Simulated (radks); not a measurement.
All-electron atom: neutral copper in [Ar] 3d10 4s1. Calculated with a radial shooting solver on a logarithmic mesh with Libxc functionals: scalar-relativistic Kohn-Sham, PBE, spin-polarised, spherical densities, point nucleus; open shells are filled with parallel spins first. Some entries of the table are withheld. Estimate them.

| orbital | occ. | eigenvalue (Ry) | <r> (bohr) | <r^2> (bohr^2) |
|---|---|---|---|---|
| 1s up | 1 | -650.5453 | 0.05213 | 0.003656 |
| 1s down | 1 | -650.5431 | 0.05213 | 0.003656 |
| 2s down | 1 | -78.08716 | 0.2352 | 0.06527 |
| 2s up | 1 | -78.08437 | 0.2352 | 0.06526 |
| 2p down | 3 | -67.39269 | 0.2064 | 0.05227 |
| 2p up | 3 | -67.39103 | 0.2064 | 0.05227 |
| 3s down | 1 | -8.42780 | 0.7117 | 0.5859 |
| 3s up | 1 | -8.42435 | 0.7121 | 0.5866 |
| 3p down | 3 | -5.29896 | (1) | 0.6640 |
| 3p up | 3 | -5.29690 | (2) | 0.6660 |
| 3d up | 5 | (3) | 1.062 | 1.632 |
| 4s up | 1 | -0.36783 | 2.906 | (4) |
| 3d down | 5 | (5) | 1.033 | 1.519 |
| 4s down | 0 | -0.29835 | 2.936 | (6) |

Answer. 
(1) 3p down <r> (bohr): 0.7489
(2) 3p up <r> (bohr): 0.7498
(3) 3d up eigenvalue (Ry): -0.37175
(4) 4s up <r^2> (bohr^2): 9.963
(5) 3d down eigenvalue (Ry): -0.35971
(6) 4s down <r^2> (bohr^2): 10.23
